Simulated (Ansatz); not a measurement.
The same ligand exchange along the group F, Cl, Br, I.

Computed with Ansatz on PBE0-D4/def2-TZVP structures; ΔE is electronic, products minus reactants. CCSD(T)/CBS is the MP2 limit (def2-TZVPP, def2-QZVPP) plus CCSD(T) − MP2 in def2-TZVPP, frozen cores. This one scheme is used for every species. Double bonds are as drawn, so ΔE can hold a change between cis and trans. DFT in def2-TZVPP. def2 core potentials past Kr. For Br, I, Te outer-core shells are correlated without core-valence functions, which leaves a few kJ/mol of doubt a bond. Scalar relativity is left out up to krypton. One conformer a species, not always the lowest.

```csv
reaction,CCSD(T)/CBS(def2) (eV)
`F/C=C/[SiH3]` + `OC[TeH]` → `[SiH3]OC[TeH]` + `C=CF`,-0.81
`[SiH3]/C=C/Cl` + `OC[TeH]` → `[SiH3]OC[TeH]` + `C=CCl`,-0.83
`[SiH3]/C=C/Br` + `OC[TeH]` → `[SiH3]OC[TeH]` + `C=CBr`,?
`[SiH3]/C=C/I` + `OC[TeH]` → `[SiH3]OC[TeH]` + `C=CI`,-0.82
```

Question: Fill in the missing values. (Estimate.)

Answer: The calculation gave: `[SiH3]/C=C/Br` + `OC[TeH]` → `[SiH3]OC[TeH]` + `C=CBr`: -0.82 eV.

Largest T1 diagnostic: 0.012, for `F/C=C/[SiH3]`.
